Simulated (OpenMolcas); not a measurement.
4f ions of charge +2 along the row

```
Program             : OpenMolcas 26.06
Method              : MS-CASPT2, IPEA 0.25 Eh, imaginary shift 0.1 Eh
Basis               : ANO-R2
Scalar Hamiltonian  : X2C, finite nucleus
Spin-orbit coupling : RASSI with atomic mean-field integrals over the reference wave functions, term energies averaged over their components
```

Active space: the 4f shell; CASPT2 also correlates the outermost closed s and p core shells.

ζ = ±2S·A comes from the whole width of the ground multiplet by E(J) = (A/2) J(J+1), where its levels are at least 85 % pure. Energies in cm-1.

```json
{"Ion": "Pr2+", "Configuration": "4f³", "Lowest level": "⁴I°_9/2", "Weight (%)": "98", "g": "0.731", "g, pure LS": "0.727", "Next level": "⁴I°_11/2", "E": "1489", "E measured": "1398", "ζ": "739", "ζ measured": "685"}
{"Ion": "Nd2+", "Configuration": "4f⁴", "Lowest level": "⁵I₄", "Weight (%)": "97", "g": "0.605", "g, pure LS": "0.599", "Next level": "⁵I₅", "E": "1253", "E measured": "1138", "ζ": "852", "ζ measured": "784"}
{"Ion": "Pm2+", "Configuration": "4f⁵", "Lowest level": "⁶H°_5/2", "Weight (%)": "96", "g": "0.296", "g, pure LS": "0.284", "Next level": "⁶H°_7/2", "E": "887", "E measured": "", "ζ": "1006", "ζ measured": ""}
{"Ion": "Sm2+", "Configuration": "4f⁶", "Lowest level": "⁷F₀", "Weight (%)": "93", "g": "", "g, pure LS": "", "Next level": "⁷F₁", "E": "342", "E measured": "293", "ζ": "1275", "ζ measured": "1151"}
{"Ion": "Tb2+", "Configuration": "4f⁹", "Lowest level": "⁶H°_15/2", "Weight (%)": "95", "g": "1.327", "g, pure LS": "1.334", "Next level": "⁶H°_13/2", "E": "2960", "E measured": "2805", "ζ": "1615", "ζ measured": "1507"}
{"Ion": "Dy2+", "Configuration": "4f¹⁰", "Lowest level": "⁵I₈", "Weight (%)": "94", "g": "1.243", "g, pure LS": "1.251", "Next level": "⁵I₇", "E": "4320", "E measured": "", "ζ": "1761", "ζ measured": ""}
{"Ion": "Ho2+", "Configuration": "4f¹¹", "Lowest level": "⁴I°_15/2", "Weight (%)": "98", "g": "1.197", "g, pure LS": "1.200", "Next level": "⁴I°_13/2", "E": "5580", "E measured": "5439", "ζ": "", "ζ measured": ""}
```

Measured columns use the levels in Martin, Zalubas and Hagan, Atomic Energy Levels: The Rare-Earth Elements, NSRDS-NBS 60 (1978); the list in Maison, Palmeri and Quinet, J. Phys. B 58, 015001 (2025) (Pr2+); Ding et al., The Spectrum and Energy Levels of the Low-lying Configurations of Nd III (preprint, 2023) (Nd2+); Martin, Zalubas and Hagan, Atomic Energy Levels: The Rare-Earth Elements, NSRDS-NBS 60 (1978) (Sm2+, Tb2+); Martin, Zalubas and Hagan, Atomic Energy Levels: The Rare-Earth Elements, NSRDS-NBS 60 (1978); whole-number values converted from NIST levels in rydberg listed in Nahar, Atoms 12, 24 (2024) (Ho2+).

The computed ζ goes from 739 (Pr2+) to 1761 cm-1 (Dy2+), a factor of 2.38, rising at every step. It departs from the measured column by +7 to +11 %.

Term energies are means over components that CASPT2 splits; among the low terms the widest spread is 2600 cm-1 (4f³ ⁴G°, Pr2+). Over all roots computed the reference weight is 0.84 to 0.92 in Pr2+, 0.85 to 0.90 in Nd2+; the roots of lowest weight are the least certain, and an intruder state may touch them. High states are left out of the spin-orbit mixing, which shifts the levels that they would mix with. The CASPT2 spread within a term exceeds the gap to the next term for 4f³ ⁴F° and 4f³ ⁴S°, 4f³ ⁴S° and 4f³ ²H°(1), 4f³ ²P° and 4f³ ⁴G° and others, so the order of their levels is uncertain, and so are names and mixing where such terms share a J (figures for Pr2+; the like holds for Nd2+, Pm2+, Dy2+, Ho2+). Blocks of more than 70 roots (2S+1 = 2 odd) ran without multistate coupling (holds for Pr2+; Ho2+). Some levels mix across a computed gap that differs much from the measured one, so their mixing is not that of the real levels (holds for Pr2+; Nd2+; Ho2+). Some terms miss by over 15 % even with CASPT2, which points to a basis or an active space too small for the shells correlated (holds for Pr2+; Nd2+). Blocks of more than 70 roots (2S+1 = 3 even, 1 even) ran without multistate coupling (holds for Nd2+; Dy2+). Blocks of more than 70 roots (2S+1 = 4 odd, 2 odd) ran without multistate coupling (holds for Pm2+; Tb2+). Blocks of more than 70 roots (2S+1 = 5 even, 3 even) ran without multistate coupling (holds for Sm2+). Terms from blocks run as CI alone lack orbitals of their own (holds for Sm2+). Measured partners are found by configuration, term and J. A level has none where our copy of the source lacks it or the pairing is in doubt (some pairs that miss far off the trend of their configuration count as doubtful), and it then counts in no deviation. Only configurations of the active space appear.

A number in round brackets counts repeated terms of one configuration in the order of the reference energies. ° marks odd parity.
